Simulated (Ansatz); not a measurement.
Consider the ligand exchange at the Si–O bond: `[SiH3]O[SiH2][SiH3]` + `[NH2][AlH2]` → `[AlH2][NH][SiH2][SiH3]` + silanol.

Gas-phase electronic energies from Ansatz, PBE0-D4/def2-TZVP geometries. CCSD(T)/CBS adds triple-zeta CCSD(T) − MP2 to the extrapolated MP2 energy (def2 sets, frozen cores). This one scheme is used for every species. Functionals use def2-TZVPP. One conformer a species, not always the lowest.

Q: Is it downhill or uphill in electronic energy at CCSD(T)/CBS, and by how much? (Best estimate.)

A: The calculation gave: Uphill: ΔE = +49.5 kJ/mol.

Q: What do these levels give: PBE0-D4, B2PLYP, PBE, PBE0, HF/CBS(def2), CCSD/CBS(def2)? (An estimate is asked.)

A: Ansatz gave: PBE0-D4 45.8, B2PLYP 51.3, PBE 43.1, PBE0 45.3, HF/CBS(def2) 62.3, CCSD/CBS(def2) 51.8 kJ/mol.

Largest T1 diagnostic among the species: 0.013.

In def2-TZVPP, CCSD(T) changes the Hartree–Fock value by −12.9 kJ/mol (the triples alone add −2.3 kJ/mol) and MP2 by −13.7 kJ/mol.
